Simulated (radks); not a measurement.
The numbers below are computed, except where a source is named.
Code: a radial shooting solver on a logarithmic mesh with Libxc functionals. Model: non-relativistic Kohn-Sham, LDA (Slater exchange, Perdew-Wang correlation), spin-polarised, spherical densities, point nucleus; open shells are filled with parallel spins first. Response by self-consistent Sternheimer equations with the Hartree and adiabatic LDA kernel. Rank Si2+, Si+, Si6+, Si5+, Si, Si4+, Si3+ (NIST ground configurations) by static dipole polarisability, largest first.

Answer. Si 41.85, Si+ 18.89, Si2+ 11.31, Si3+ 6.635, Si4+ 0.1716, Si5+ 0.1438, Si6+ 0.1319 bohr^3.
